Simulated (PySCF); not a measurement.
MoOCl + H₂O → MoO(OH) + HCl

Level: PBE0 in the def2-TZVP basis family, computed in PySCF with density fitting; scalar-relativistic core potentials for atoms from Rb on, none lighter, no spin–orbit coupling; open shells unrestricted.

```tsv
species	state and structure	E (Eh)	ZPE (kJ/mol)	H(298 K) − H(0) (kJ/mol)	S° (J/(mol K))
MoOCl	quartet, Cs, Mo–Cl 2.280 Å, Mo–O 1.665 Å; Cl–Mo–O 136.7°	-603.48004	9.5	12.5	301.6
H₂O	singlet, C2v, O–H 0.960 Å (×2); H–O–H 105.1°	-76.37736	56.5	9.9	188.7
MoO(OH)	quartet, Cs, Mo–O 1.675 Å, Mo–O 1.887 Å, O–H 0.957 Å; H–O–Mo 139.8°, O–Mo–O 143.1°	-219.17757	41.1	13.0	294.2
HCl	singlet, C∞v, H–Cl 1.279 Å	-460.66440	17.9	8.7	186.6
```

Problem. What is the electronic reaction energy?

Solution. At PBE0/def2-TZVP, ΔE = 40.5 kJ/mol from the differences of the total energies times 2625.5, uphill. 

Problem. Add zero-point, thermal and entropy terms for 298.15 K and 1 bar.

Solution. ΔZPE = -7.0 and Δ[H(298) − H(0)] = -0.7 kJ/mol give ΔH° = 32.8 kJ/mol. ΔS° = -9.5 J/(mol K), so ΔG° = 32.8 − 298.15 × (-0.0095) = 36 kJ/mol and log₁₀K = -6.2.

Open d or f shells are single determinants, so the state found may not be the ground state. Each species is the lowest minimum found with this bonding; other isomers or fragments can lie lower.
